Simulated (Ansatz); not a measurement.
Input file for Ansatz (a quantum-chemistry and plane-wave program): U-PBE/cc-pVTZ on GeH5N (SMILES [NH2][GeH3]), a point of a bond scan (R = 2.075 Å).

Ansatz 0.2 input:
```yaml
crystal:
  periodic: [false, false, false]
  atoms:
    - {symbol: Ge, position_ang: [-0.36016542, 0.04050046, 0.02987818]}
    - {symbol: N, position_ang: [1.47031303, -0.14001610, -0.20882542]}
    - {symbol: H, position_ang: [-1.26772713, -1.23783121, -1.32929581]}
    - {symbol: H, position_ang: [-0.70255945, 1.50788045, -0.27308504]}
    - {symbol: H, position_ang: [-0.85896258, -0.30670081, 1.45462877]}
    - {symbol: H, position_ang: [1.80695904, -1.08530079, -0.07685644]}
    - {symbol: H, position_ang: [2.02009845, 0.47463113, 0.37790643]}
basis:
  gaussian:
    orbitals: cc-pVTZ
hamiltonian:
  xc: {name: PBE}
magnetization: {spin_polarized: true, initial_magnetization: 0}
```

The head of its log:

```
WARN ansatz: RAYON_NUM_THREADS=1 ignored (pool sized by the plan → 1); use --threads N
Functional definition: PBE
integrals: 0.05 GiB planned
832 factors; their error is unknown
mean field: 0.52 GiB planned
mean field evaluation 1: about -58070.4139 eV, gradient 5.1e1 eV
mean field evaluation 2: about -57999.2986 eV, gradient 1.0e2 eV
```

Predict the final total energy.

-2134.3846 hartree.
